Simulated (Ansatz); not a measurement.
Reaction (redistribution): `[SiH3]O[SiH2]O[SiH3]` + `CC[SiH](F)[SiH3]` → `F[SiH]([SiH3])C[SiH3]` + `CO[SiH2]O[SiH3]`

Gas-phase electronic energies from Ansatz, PBE0-D4/def2-TZVP geometries. CCSD(T)/CBS adds triple-zeta CCSD(T) − MP2 to the extrapolated MP2 energy (def2 sets, frozen cores). Functionals use def2-TZVPP. B3LYP here is the variant with VWN-RPA as its local correlation; programs differ in this. One conformer a species, not always the lowest.

| level | ΔE (kJ/mol) | difference from CCSD(T)/CBS |
| --- | --- | --- |
| PBE-D4 | 126.8 | -17.5 |
| r2SCAN-D4 | 138.5 | -5.8 |
| B3LYP-D4 | 140.7 | -3.6 |
| ωB97M-V | 138.8 | -5.5 |
| PBE | 128.9 | -15.4 |
| r2SCAN | 139.0 | -5.3 |
| B3LYP | 144.1 | -0.2 |
| MP2/def2-TZVPP | 147.4 | 3.1 |
| SCS-MP2/def2-TZVPP | 148.7 | 4.4 |
| CCSD/def2-TZVPP | 145.5 | 1.2 |
| CCSD(T)/def2-TZVPP | 142.2 | -2.1 |
| MP2/def2-QZVPP | 149.2 | 4.9 |
| SCS-MP2/def2-QZVPP | 150.6 | 6.3 |
| HF/CBS(def2) | 161.1 | 16.8 |
| MP2/CBS(def2) | 149.5 | 5.2 |
| CCSD/CBS(def2) | 147.7 | 3.4 |
| CCSD(T)/CBS | 144.3 | 0 |

Largest T1 diagnostic among the species: 0.012.

From PBE to PBE0 (25 % exact exchange), in def2-TZVPP and without D4, ΔE moves by +6.4 kJ/mol. The D4 term adds −3.5 kJ/mol with B3LYP and −1.9 kJ/mol with PBE0; it sums over pairs of atoms, weighted by their polarisabilities, and B3LYP, whose exchange is more repulsive, gets the larger term. In def2-TZVPP, CCSD(T) changes the Hartree–Fock value by −17.1 kJ/mol (the triples alone add −3.4 kJ/mol) and MP2 by −11.8 kJ/mol.
